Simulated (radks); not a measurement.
The numbers below are computed, except where a source is named.
Task: Ionisation of neutral lead, [Hg] 6p2, to Pb+, [Hg] 6p1, under several functionals. Dirac Kohn-Sham, spin-unpolarised, spherical densities, finite nucleus; open shells are shared between the two j in proportion to 2j + 1; a radial shooting solver on a logarithmic mesh with Libxc functionals. The NIST Atomic Spectra Database gives 7.417 eV (measured). Rank these functionals by the error of their Delta-SCF ionisation energy: OLYP; XLYP; PW91; HCTH/407; B86b exchange with PBE correlation.

Result: From best to worst: HCTH/407 6.775 eV (-0.641); PW91 6.756 eV (-0.660); B86b exchange with PBE correlation 6.721 eV (-0.696); XLYP 6.689 eV (-0.728); OLYP 6.411 eV (-1.005). Spin polarisation and multiplet splitting are left out, so open shells lie too high by an amount that depends on their filling. Sharing an open shell by 2j + 1 raises it above the true ground level by a part of the spin-orbit splitting, which enters the differences from NIST.

Beside tabulated values, note that spin-unpolarised runs miss the spin-polarisation part of the exchange energy of open shells.
